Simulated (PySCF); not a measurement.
Cl₂F₂Sn, SMILES [Cl][Sn]([F])([Cl])[F] at its CAM-B3LYP/def2-SVP optimised geometry (Å):

```
5

F      1.3325    -1.0842     0.0000
Sn    -0.5737    -1.0842     0.0000
F     -1.0744    -1.9318     1.6327
Cl    -1.3356    -2.3329    -1.7716
Cl    -1.3325     1.0842     0.0000
```

Computed with CAM-B3LYP/def2-TZVP, def2 effective core potentials past Kr in PySCF 2.14.0. The core electrons that the potentials of Sn replace are not part of the density. Cells within 0.4 Å of a nucleus heavier than hydrogen are left out (blank, or x).

Map of the LUMO amplitude (bohr^(-3/2)) on the plane z = 0.0 Å; orbital energy -2.56 eV, overall sign arbitrary:

```
|6666666666666666666666666666666|
|6666666666666666666666666666666|
|6666666666666666666666666666666|
|6666666777766666666666666666666|
|6666677777776666666666666666666|
|6666777777777666666666666666666|
|6666777888877666666666666666666|
|6666778899877666666666666666666|
|6666778999976666666666666666666|
|666667789xx65556666666666666666|
|66666666xxx44455666666666666666|
|66666655xxx23455666666666666666|
|666665432x212456666666666666666|
|6666654321123566666666666666666|
|6666655443345667776666666666666|
|6666666555567788776666666666666|
|6666666677778888876666666666666|
|6666677788887788876556677666666|
|6666677899863x6886532x777766666|
|66667788998xxxx67640xxx87766666|
|66667788998xxxx67630xxx97766666|
|666677789985xx577642xx887766666|
|6666677889987788875445777666666|
|6666677788899999876656666666666|
|6666667777888998876666666666666|
|6666666677778888777666666666666|
|6666666666777777776666666666666|
|6666666666667777766666666666666|
|6666666666666666666666666666666|
|6666666666666666666666666666666|
|6666666666666666666666666666666|
```
Scale: ten equal steps from -0.200 (start of '0') to 0.121 (end of '9'), in the order '0123456789'; x runs from -3.50 to 3.50, y from -3.50 (bottom) to 3.50 (top).
